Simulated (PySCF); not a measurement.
Computed vibrations of Pb2O(OH)2

Pb2O(OH)2 (singlet). PySCF 2.14.0, RKS PBE0, Pb def2-SVP with ECP60, O def2-SVP, H def2-SVP; non-relativistic Hamiltonian with scalar-relativistic core potentials where named; density fitting; no spin-orbit coupling. Central differences of gradients.

```xyz
7

Pb   -0.1650    0.0000    2.0503
Pb   -0.1650    0.0000   -2.0503
O     0.2441    0.0000    0.0000
O     1.8730    0.0000    2.5790
H     2.3901    0.0000    1.7617
O     1.8730    0.0000   -2.5790
H     2.3901    0.0000   -1.7617
```

Run from Python with OMP_NUM_THREADS=2. Where DIIS fails, smearing, a level shift and second-order steps follow.
It took 67 s on 2 threads of Arm Neoverse V2, with other jobs on the host.

What are the harmonic wavenumbers and infrared intensities?

Modes are labelled in C2v; negative numbers are unstable modes, those under 60 cm⁻¹ near the noise; a finer grid moves soft modes by up to 10 cm⁻¹.
```json
{"cm⁻¹": "-14", "km/mol": "–", "symmetry": "a2"}
{"cm⁻¹": "47", "km/mol": "0.1", "symmetry": "a1"}
{"cm⁻¹": "72", "km/mol": "0.6", "symmetry": "b1"}
{"cm⁻¹": "110", "km/mol": "4.8", "symmetry": "b2"}
{"cm⁻¹": "118", "km/mol": "9.6", "symmetry": "a1"}
{"cm⁻¹": "237", "km/mol": "26.8", "symmetry": "a1"}
{"cm⁻¹": "434", "km/mol": "0.0", "symmetry": "a2"}
{"cm⁻¹": "466", "km/mol": "239.9", "symmetry": "b1"}
{"cm⁻¹": "541", "km/mol": "75.4", "symmetry": "b2"}
{"cm⁻¹": "551", "km/mol": "154.7", "symmetry": "a1"}
{"cm⁻¹": "717", "km/mol": "490.7", "symmetry": "b2"}
{"cm⁻¹": "754", "km/mol": "213.4", "symmetry": "b2"}
{"cm⁻¹": "761", "km/mol": "98.1", "symmetry": "a1"}
{"cm⁻¹": "3851", "km/mol": "7.0", "symmetry": "b2"}
{"cm⁻¹": "3852", "km/mol": "50.9", "symmetry": "a1"}
```

Is this a minimum?

Yes, within the noise of the softest modes.
